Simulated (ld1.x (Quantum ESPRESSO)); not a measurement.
# platinum: one change to a TM potential, before and after

platinum (Pt), norm-conserving Troullier–Martins (Kleinman–Bylander form), made with ld1.x (Quantum ESPRESSO) 7.5 (BLYP, scalar-relativistic). Core [Kr] 4d10 4f14 5s2, reference 5p6 5d9 6s1 6p0. Waves: 6s (bound): rc 1.80 bohr; 5p (bound): rc 1.80 bohr; 5d (bound): rc 1.80 bohr; 5f channel at 0.3 Ry: rc 1.35 bohr. Local part: all-electron potential smoothed inside 1.35 bohr (lloc = -1). Core correction: none.

Change: core correction a·sin(br)/r model core inside 1.66 bohr.

Cutoffs: the cutoffs (Ry, on a coarse ladder) from which the occupation-weighted sum of valence levels, in a spherical-Bessel basis at the reference potential, stays within 10 and 1 mRy of its value at 400 Ry; they do not see the model core or the augmentation charge, which bear on the density cutoff. Errors are all-electron minus pseudo energies relative to the spin-unpolarised reference configuration.

Question: What does the change do?

Answer: The potential gets neither clearly harder nor softer (45 Ry and 70 Ry → 45 Ry and 70 Ry); both files keep a bound ghost (f, s); the number of tests that count goes from 6 to 7; of the 6 tests that both files solve, the error grows in 1 and shrinks in 2 by more than 15 % and 0.3 meV (median size 37.9 → 7.1 meV). A model core, the more so a compact one, raises the density cutoff, which this test does not measure.

```csv
quantity,base,changed
"cutoff, loose",45 Ry,45 Ry
"cutoff, tight",70 Ry,70 Ry
bound ghosts,"f, s","f, s"
"tests counted (converged, no solver errors)",6 of 7,7 of 7
"error for 5p6 5d9 6s0 6p0, meV [ΔE 9.24 eV]",-7.5,-7.4
"error for 5p6 5d8 6s0 6p0, meV [ΔE 29.12 eV]",+1.2,-3.8
"error for 5p6 5d7 6s0 6p0, meV [ΔE 61.23 eV]",+21,+1.8
"error for 5p6 5d6 6s0 6p0, meV [ΔE 106.75 eV]",+55,+6.8
"error for 5p5 5d9 6s1 6p0, meV [ΔE 62.05 eV]",-124,-127
"error for 5p6 5d9 6s0 6p1, meV [ΔE 5.03 eV]",+82,+83
s: phases at 1.94 bohr within 0.05 rad from the reference energy up to (Ry; the scan ends near 5),0.4,0.4
p: phases at 1.94 bohr within 0.05 rad from the reference energy up to (Ry; the scan ends near 5),0.8,0.8
d: phases at 1.94 bohr within 0.05 rad from the reference energy up to (Ry; the scan ends near 5),to the end of the scan,to the end of the scan
f: phases at 1.94 bohr within 0.05 rad from the reference energy up to (Ry; the scan ends near 5),2.5,2.5
```

Base: Tests not counted: 5p6 5d9.5 6s0.5 6p0 (pseudo-atom not self-consistent, printed error -3.1 meV). ld1.x printed “convergence not achieved” for 1 of the counted tests; its residual had stalled under 1e-8, short of the target of 1e-14. Changed file: ld1.x printed “convergence not achieved” for 2 of the counted tests; their residual had stalled under 1e-8, short of the target of 1e-14. A true bound ghost makes a file unfit for plane-wave use even where its test errors are small: the radial tests pick states by their node count and pass the ghost by.
